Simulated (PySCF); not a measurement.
O2S2, SMILES O=[S][S]=O (connectivity only; charge and spin as stated), neutral, multiplicity 1. Coordinates come from a PBE0-D3(BJ)/def2-SVP optimisation. One conformer was computed; it need not be the lowest.

All values below come from PBE0-D3(BJ)/def2-SVP (PySCF 2.14.0).

Harmonic wavenumbers (cm⁻¹): 113, 265, 466, 499, 1156, 1205. Rotational constants (GHz): 12.38, 3.528, 2.746; symmetry number 2.

Q: Work out the zero-point energy and the ideal-gas rigid-rotor harmonic-oscillator thermochemistry at 298.15 K and 1 atm.

A: ZPE = ½ Σ hcν = ½ × 3705 cm⁻¹ = 22.16 kJ/mol. H − E(el) = 36.51 kJ/mol. Entropy in J/(mol K): translation 165.69, rotation 100.50, vibration 26.51, total 292.70. G − E(el) = -50.76 kJ/mol. Cp = 61.24 J/(mol K). Modes under 150 cm⁻¹ make the vibrational entropy uncertain.
